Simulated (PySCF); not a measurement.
PySCF input:

```python
from pyscf import gto, scf, dft

mol = gto.M(
    atom='''
    Be   -0.90991514   -0.52635867   -0.69382244
    C     0.30786388    0.17809004    0.23475032
    H     0.86726306   -0.57499595    0.80022571
    H    -0.10131557    0.89286335    0.95689965
    H     1.02652982    0.71902706   -0.39033749
    ''',
    basis='def2-tzvpd',
    charge=0,
    spin=1,
    verbose=4,
)

mf = dft.UKS(mol, xc='mn15').density_fit(auxbasis='def2-universal-jkfit')
mf.grids.level = 4
mf.conv_tol = 1e-9
mf.max_cycle = 100
mf.max_memory = 1500
mf.kernel()
if not mf.converged:
    mf = mf.newton()
    mf.kernel(mf.make_rdm1())
for _ in range(2):
    mo, _, stable, _ = mf.stability(return_status=True)
    if stable:
        break
    mf.kernel(mf.make_rdm1(mo, mf.mo_occ))
mf.analyze()
```

Q: Which total energy does the run end on?

A: -54.53754 Eh (MN15/def2-TZVPD).

It need not be the lowest isomer of its formula.
